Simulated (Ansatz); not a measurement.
Reaction (formal exchange of groups at the Si–C bond): `O=C[SiH2]F` + `B[C@@H](F)[C@H](O)F` → `BC(F)[SiH2]F` + `O=CC(O)F`

Isolated molecules relaxed with PBE0-D4/def2-TZVP in Ansatz; ΔE leaves out vibrations. CBS: MP2 limit from def2 TZ/QZ plus the TZ coupled-cluster correction, frozen cores. DFT in def2-TZVPP. B3LYP here is the variant with VWN-RPA as its local correlation; programs differ in this. Each species was taken in one conformer, which may not be the lowest.

(1) Is it downhill or uphill in electronic energy at CCSD(T)/CBS, and by how much? (An estimate is asked.)

(2) What do these levels give: PBE-D4, B3LYP-D4, r2SCAN, MP2/def2-TZVPP, HF/CBS(def2), CCSD/CBS(def2)? (Estimate.)

Largest T1 diagnostic among the species: 0.014.

Results:

(1) Ansatz gave: Downhill: ΔE = -33.4 kJ/mol.

(2) Ansatz gave: PBE-D4 -45.9, B3LYP-D4 -37.3, r2SCAN -43.4, MP2/def2-TZVPP -35.3, HF/CBS(def2) -22.3, CCSD/CBS(def2) -30.9 kJ/mol.

In def2-TZVPP, CCSD(T) changes the Hartree–Fock value by −11.2 kJ/mol (the triples alone add −2.6 kJ/mol) and MP2 by −13.0 kJ/mol. From PBE to PBE0 (25 % exact exchange), in def2-TZVPP and without D4, ΔE moves by +3.9 kJ/mol.
